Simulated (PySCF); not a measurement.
C2H3F4NSi.
SMILES with atom numbers: `[F:1][SiH2:2]/[N:3]=[CH:4]\[C:5]([F:6])([F:7])[F:8]` (hydrogens: H9, H10 on Si2; H11 on C4)

Method used: PySCF 2.14.0, PBE0-D3(BJ)/def2-SVP geometry optimisation, gas phase.

(1) What internal coordinates does the optimisation give?

## Answers

(1) 
```
               bond  length (Å)   order
             F1–Si2       1.618  single
             Si2–N3       1.742  single
              N3=C4       1.250  double
              C4–C5       1.522  single
C5–F6, C5–F7, C5–F8       1.332  single
    Si2–H9, Si2–H10       1.484  single
             C4–H11       1.107  single
```

Bonds in one row agree within 0.01 Å and their mean is given. Orders are formal, as drawn. A selection of angles:
```
     angle  degrees
 F1–Si2–N3    106.2
 F1–Si2–H9    107.0
 N3–Si2–H9    111.2
N3–Si2–H10    109.9
H9–Si2–H10    114.7
 Si2–N3–C4    136.1
  N3–C4–C5    125.3
 N3–C4–H11    122.2
 C5–C4–H11    112.5
  C4–C5–F6    111.5
  C4–C5–F7    110.2
  F6–C5–F7    108.3
```

Torsions: F1–Si2–N3–C4 -177° (antiperiplanar); Si2–N3–C4–C5 0° (synperiplanar); N3–C4–C5–F6 0° (synperiplanar). The mirror-image conformer, all signs reversed, is as good.

Si2 (fluorine-bound silicon) is distorted tetrahedral (angles from 106.2° to 114.7°). All 3 C–F bonds measure 1.331 to 1.333 Å. Of the pairs four or more bonds apart, Si2···F6 is among the closest relative to their van der Waals radii: 2.89 Å, 81 % of the sum of Bondi's values.

Point group: near Cs, missed by 0.12 Å at most; the miss may be what the optimiser left on a soft mode. Whether it is a minimum is left open (no frequencies). The numbers are those of one conformer.

The run took 2.4 min on one thread, Arm Neoverse V1 (aarch64), shared host with 32 logical CPUs at a one-minute load of 23, and the process peaked at 0.50 GiB of memory. That covers the optimisation of the geometry.
